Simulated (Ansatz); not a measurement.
Cartesian coordinates in Å:
```
Cl -1.798 -0.987 1.358
C -0.454 -1.177 0.212
Ge -0.027 0.541 -0.648
Se 0.759 2.089 0.939
H 0.405 -1.556 0.763
H -0.752 -1.913 -0.535
H 1.049 0.315 -1.725
H -1.308 1.137 -1.243
H 2.125 1.552 0.879
```

Charge 0, multiplicity 1.

Q: List the PBE0/def2-TZVPP orbital energies in eV (Ansatz 0.2.0). (Best estimate.)

A: The calculation gave: Occupied: -12361.56, -10860.55, -2767.42, -1584.37, -1421.40, -1421.37, -1421.32, -1358.80, -1208.63, -1208.60, -1208.60, -279.92, -259.23, -214.78, -197.58, -197.34, -197.34, -171.53, -158.36, -158.28, -158.09, -121.36, -121.29, -121.29, -58.38, -58.36, -58.20, -58.13, -58.10, -34.18, -34.15, -34.15, -34.08, -34.07, -24.00, -19.79, -18.87, -15.14, -12.96, -12.17, -11.11, -10.75, -9.79, -8.93, -8.58, -8.14, -7.02. Lowest empty: -0.26, 0.10, 0.29, 1.19, 1.35, 1.97, 2.15, 2.61.
